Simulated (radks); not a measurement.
Values are calculated unless marked as measured or tabulated.
The rhodium ion Rh+ inside a hard spherical wall (all orbitals vanish at R), configuration held at [Kr] 4d8 and not refilled when levels cross. Level of theory: scalar-relativistic Kohn-Sham, PBE, spin-unpolarised, spherical densities, point nucleus (a radial shooting solver on a logarithmic mesh with Libxc functionals). Eigenvalues in eV, with the zero of energy where the potential of the charges vanishes at infinity; a dash marks a level that is unbound or too diffuse for the functional's potential to be trusted. A positive occupied level is held by the wall or, in an anion where self-interaction has pushed it up, behind a barrier. The pressure on the wall is -dE/dV.

| R (bohr) | E (hartree) | kinetic (hartree) | e(3d) | e(4s) | e(4p) | e(4d) | e(5s, empty) | e(5p, empty) | pressure (GPa) |
|---|---|---|---|---|---|---|---|---|---|
| free | -4783.84167 | 4954.461 | -308.19 | -90.186 | -58.145 | -13.583 | -10.780 | -6.193 | 0 |
| 15 | -4783.84167 | 4954.461 | -308.19 | -90.186 | -58.145 | -13.583 | -10.780 | -6.193 | < 0.0001 |
| 12 | -4783.84167 | 4954.461 | -308.19 | -90.186 | -58.145 | -13.583 | -10.780 | -6.190 | < 0.0001 |
| 10 | -4783.84167 | 4954.461 | -308.19 | -90.185 | -58.145 | -13.583 | -10.779 | -6.171 | 0.000103 |
| 8 | -4783.84158 | 4954.462 | -308.18 | -90.177 | -58.137 | -13.576 | -10.755 | -6.025 | 0.00615 |
| 7 | -4783.84111 | 4954.467 | -308.15 | -90.145 | -58.106 | -13.547 | -10.677 | -5.743 | 0.0478 |
| 6 | -4783.83837 | 4954.492 | -308.00 | -90.007 | -57.972 | -13.425 | -10.377 | -4.996 | 0.378 |
| 2.5 | -4781.72299 | 4964.247 | -284.97 | -72.202 | -40.659 | 6.098 | 37.541 | 55.943 | 1800 |
| 2 | -4776.63372 | 4985.283 | -256.48 | -52.026 | -19.323 | 32.286 | 106.82 | 132.82 | 11200 |
| 1.5 | -4753.50075 | 5066.383 | -183.32 | 10.469 | 49.401 | 112.96 | 320.04 | 355.30 | 98500 |
